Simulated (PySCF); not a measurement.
Geometries of 2 isomers of C6H8F2, from PBE0-D3(BJ)/def2-SVP geometry optimisation, gas phase in PySCF 2.14.0. One conformer each, no zero-point energy, no frequencies.

Task: Which is lower in electronic energy at this level?
A.
```xyz
16
angstrom
F     -1.326   -0.451    2.124
C     -1.254   -0.722    0.813
F     -1.387   -2.041    0.618
C     -1.835    0.223   -0.163
C     -0.327    0.047   -0.037
C      0.664   -0.568   -1.015
C      1.789    0.136   -0.220
C      0.727    1.013    0.485
H     -2.271    1.147    0.226
H     -2.318   -0.203   -1.047
H      0.548   -0.163   -2.032
H      0.683   -1.667   -1.067
H      2.291   -0.547    0.480
H      2.555    0.662   -0.806
H      0.635    2.012    0.033
H      0.794    1.119    1.578
```
B.
```xyz
16
angstrom
F      2.675   -0.055    0.722
C      1.842   -0.037   -0.348
F      2.074    1.125   -1.008
C      0.425   -0.116    0.086
C     -0.330    1.020    0.769
C     -1.586    0.662   -0.072
C     -0.802   -0.461   -0.744
C     -0.283   -1.418    0.279
H      2.119   -0.873   -1.017
H     -0.411    0.950    1.864
H      0.081    2.002    0.500
H     -2.484    0.345    0.482
H     -1.868    1.466   -0.765
H     -0.845   -0.725   -1.804
H     -0.837   -1.598    1.207
H      0.232   -2.298   -0.118
```

Result: B. That is `C([C@@]12CC[C@@H]1C2)(F)F`, 4.0 kcal/mol below the other.

```
                 SMILES                                     atoms numbered as above      E (Eh)  relative (kcal/mol)  relative (kJ/mol)  dipole (D)
FC(F)[C@@]12CC[C@@H]1C2  [F:1][CH:2]([F:3])[C@@:4]12[CH2:5][CH2:6][C@@H:7]1[CH2:8]2  -432.31316                  0.0                0.0        2.14
         FC1(F)CC12CCC2      [F:1][C:2]1([F:3])[CH2:4][C:5]12[CH2:6][CH2:7][CH2:8]2  -432.30685                  4.0               16.6        2.07
```
